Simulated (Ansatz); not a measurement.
A CCSD(T) single point on CH$_{8}$N$_{2}$SSi, SMILES `CN[SiH](N)S`.

```yaml
crystal:
  periodic: [false, false, false]
  atoms:
    - {symbol: C, position_ang: [-1.733678, -0.379139, -0.947345]}
    - {symbol: N, position_ang: [-0.937281, 0.121411, 0.151850]}
    - {symbol: Si, position_ang: [0.754715, -0.060390, 0.262838]}
    - {symbol: N, position_ang: [1.156705, 0.257602, 1.888446]}
    - {symbol: S, position_ang: [2.041597, 1.296974, -0.806009]}
    - {symbol: H, position_ang: [-1.844873, 0.341786, -1.766692]}
    - {symbol: H, position_ang: [-1.262276, -1.274681, -1.359411]}
    - {symbol: H, position_ang: [-2.733633, -0.667183, -0.609649]}
    - {symbol: H, position_ang: [-1.337471, 0.930379, 0.603117]}
    - {symbol: H, position_ang: [1.023361, -1.402203, -0.324079]}
    - {symbol: H, position_ang: [2.103530, 0.470591, 2.152788]}
    - {symbol: H, position_ang: [0.629516, -0.157225, 2.638781]}
    - {symbol: H, position_ang: [2.160088, 0.487477, -1.870033]}
basis:
  gaussian: {orbitals: def2-TZVPP}
correlation: {method: ccsd_t}
```

```sh
$ ansatz run in.yaml --threads 4 --pin off --events-out ev --progress --plain --max-ram 10444MiB
```

Output of Ansatz, abridged:

```
Functional definition: HF
1663 factors; integrals over basis functions are off by at most 1.1e-3 eV
mean field evaluation 1: about -22799.9904 eV, gradient 4.6e1 eV
mean field evaluation 2: about -22800.2638 eV, gradient 4.6e1 eV
mean field evaluation 4: about -22804.9950 eV, gradient 4.2e0 eV
mean field evaluation 8: about -22805.0682 eV, gradient 3.0e-1 eV
mean field -22805.06865427 eV, -838.0708152137 hartree, gradient 3.2e-6 eV, S^2 0.000000; 0 other end points of the search recorded, 0 dependent functions left out
13 core orbitals not correlated: weight in the atoms' cores, before any rotation towards them, 1.000 or more for the frozen orbitals, at most 0.000 for the correlated occupied ones
reference -22805.06865427 eV, -838.0708152137 hartree; 16, 16 occupied and 260, 260 virtual orbitals, 1663 factors
second order -24.62385364 eV of doubles, -0.00000000 eV of singles
cycle   1  -25.41641266 eV  change   -7.9e-1 eV  update   9.8e-2
cycle   2  -26.00634566 eV  change   -5.9e-1 eV  update   2.8e-2
cycle   3  -26.10290522 eV  change   -9.7e-2 eV  update   1.3e-2
cycle   4  -26.09428698 eV  change    8.6e-3 eV  update   3.0e-3
cycle   5  -26.09414427 eV  change    1.4e-4 eV  update   1.5e-3
cycle   6  -26.09423170 eV  change   -8.7e-5 eV  update   4.4e-4
cycle   7  -26.09401659 eV  change    2.2e-4 eV  update   1.7e-4
cycle   8  -26.09401719 eV  change   -6.0e-7 eV  update   5.3e-5
cycle   9  -26.09402677 eV  change   -9.6e-6 eV  update   1.7e-5
perturbative correction -1.04737246 eV, -0.0384902279 hartree
Total energy: -22832.21005350 eV, -839.0682432382 hartree
```

It took 4.1 min on 4 threads of an Arm Neoverse V1 on a shared host, with 8.7 GiB of host memory at the peak.

The correlation energy is -27.141 eV, 3.9 % of it from (T); the T1 diagnostic reads 0.0104.
